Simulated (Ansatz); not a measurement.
System: sum formula SiNH4 (charge 0, doublet). It need not be the lowest isomer of its formula. 
Coordinates optimised at B3LYP-D3(BJ)/def2-TZVP (Ansatz, a program for electronic structure):
SMILES: N[SiH2]
```xyz
6

Si    -0.6251     0.0767    -0.0245
N      1.1015    -0.0449    -0.0103
H     -1.1414    -1.1445    -0.7060
H     -1.0708     0.1044     1.3977
H      1.6507     0.5645     0.5765
H      1.6028    -0.2838    -0.8524
```
Charge 0, spin multiplicity 2.

Basis-set convergence of Hartree-Fock and CCSD(T) correlation energies (hartree) with Ansatz. Cores are frozen in the correlated levels unless marked. Open shells are spin-unrestricted. Spin-orbit coupling is left out. Non-relativistic.

| basis | functions | E(HF) | E(corr, CCSD(T)) |
|---|---|---|---|
| aug-cc-pV(D+d)Z | 91 | -345.70463 | -0.31731 |
| aug-cc-pV(T+d)Z | 193 | -345.73371 | -0.37343 |
| aug-cc-pV(Q+d)Z | 353 | -345.74050 | -0.39035 |

Extrapolating the two largest sets (X = 3 and 4) as X^-3: E(corr) = (64·(-0.39035) - 27·(-0.37343))/37 = -0.4027 Eh, an estimate of the basis-set limit. The largest set recovers 96.9 % of it, the smallest 78.8 %.
